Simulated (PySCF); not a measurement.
## State search for CaSe

Unrestricted PBE0; PySCF, spin-free X2C with a Gaussian nucleus, basis sets Ca x2c-SVPall, Se x2c-SVPall. Outer shells of the fragments: Ca 4s2; Se 3d10 4s2 4p4.

Followed along the bond (rough minima from three points):

| 2Ms+1 | unpaired | ⟨S²⟩ at the start | R at minimum (Å) | Te (eV) |
| --- | --- | --- | --- | --- |
| 1 | none | 0.00 | 2.43 | 0.00 |
| 3 | σ ↑, π ↑ | 2.00 | 2.70 | 0.70 |
| 1 | σ ↓, π ↑ | 1.00 | 2.70 | 0.72 |
| 3 | σ ↑↑ | 2.00 | 2.58 | 1.39 |

Solutions found at the starting distance of 2.705 Å, counted from the lowest of them; the search is not exhaustive and high or unbound solutions are not listed, so other states can lie among these:

```csv
2Ms+1,unpaired,term,E (eV),⟨S²⟩,⟨Lz²⟩,μ (D)
1,none,¹Σ⁺,0.00,0.00,0.00,-10.55
3,"σ ↑, π ↑",³Π,0.32,2.00,1.01,-4.27
1,"σ ↓, π ↑",mixed,0.34,1.00,1.01,-4.30
3,σ ↑↑,³Σ⁺,1.07,2.00,0.00,-4.37
3,π ↑↑,mixed,2.23,2.00,2.01,-4.19
3,π ↑↑,mixed,2.28,2.00,2.01,-4.21
```

A term symbol is given only where ⟨S²⟩ and ⟨Lz²⟩ are close to those of a pure state; real π, δ and φ orbitals otherwise mix terms. A positive dipole means Ca(−)Se(+).

Task: Compare the gap between the two lowest followed solutions at the starting distance with the gap between their minima.

Result: At PBE0 the second solution (triplet, unpaired electrons σ ↑, π ↑) lies +0.32 eV from the first (singlet, closed shell) at 2.705 Å and +0.70 eV at the minima; the two curves relax by different amounts, since their minima lie near 2.70 and 2.43 Å.

Counting both spins, an empty level lies below a filled one in some of these solutions, because spin and occupation are held.
